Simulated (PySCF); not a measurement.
A GIAO shielding run with PySCF 2.14 (density fitting, non-relativistic, gas phase) on SMILES C(=O)N[SiH2]N([SiH3])[SiH3], CH10N2OSi3:

```
$ OMP_NUM_THREADS=1 python probes_run.py task.json out

{"job": {"kind": "nmr", "xc": "PBE0", "basis": "pcSseg-1"}, "charge": 0, "multiplicity": 1}
O      3.461589    -0.882279     0.003897
C      3.042518     0.085674     0.590711
N      1.741136     0.389321     0.614448
Si     0.715932    -0.732914    -0.262143
N     -0.888287    -0.080409    -0.103201
Si    -2.205871    -1.210161     0.076159
Si    -1.242716     1.595234    -0.445018
H      3.703046     0.778550     1.142613
H      1.420683     1.199789     1.117303
H      1.136215    -0.752771    -1.660132
H      0.778881    -2.019790     0.415578
H     -2.387168    -1.938610    -1.181246
H     -3.399439    -0.433322     0.403354
H     -1.875359    -2.133474     1.158654
H      0.008608     2.300602    -0.724202
H     -2.132955     1.684558    -1.603755
H     -1.883810     2.162030     0.745993
```

Hardware: 1 thread of an Arm Neoverse N1, shared host. The job also computes population analyses, field gradients.

**Question.** How large is the calculation?

**Answer.** 80 electrons, 190 basis functions and 1051 auxiliary functions.

**Question.** How long does it take, and how much memory does it need?

**Answer.** 70 s of wall time, with 15 SCF cycles and 5 response iterations; peak memory 0.85 GiB. Times on a shared host scatter by some tens of per cent.
